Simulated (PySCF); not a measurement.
# Be²⁺ (beryllium, charge +2) across methods

1s2, closed-shell 1S. Calculation: PySCF 2.14, in x2c-QZVPPall with one added diffuse shell each of s, p type (8s5p2d1f, 40 functions); scalar relativity by spin-free X2C-1e.

```
method  E (hartree)  mean ε 1s (eV)  Σ⟨r²⟩ (bohr²)   ⟨S²⟩
  BP86     -13.6514         -132.50         0.4708  0.000
   LDA     -13.4470         -130.81         0.4807  0.000
r2SCAN     -13.6600         -134.54         0.4681  0.000
  PBE0     -13.6311         -137.96         0.4708  0.000
   PBE     -13.6221         -132.27         0.4740  0.000
 wB97X     -13.6806         -139.78         0.4639  0.000
   UHF    -13.61365         -154.23         0.4634  0.000
  MN15     -13.6820         -138.07         0.4757  0.000
```

**Question.** Estimate the same row for M06-2X.

**Answer.** E (hartree) = -13.6618; mean ε 1s (eV) = -143.39; Σ⟨r²⟩ (bohr²) = 0.4700; ⟨S²⟩ = 0.000.
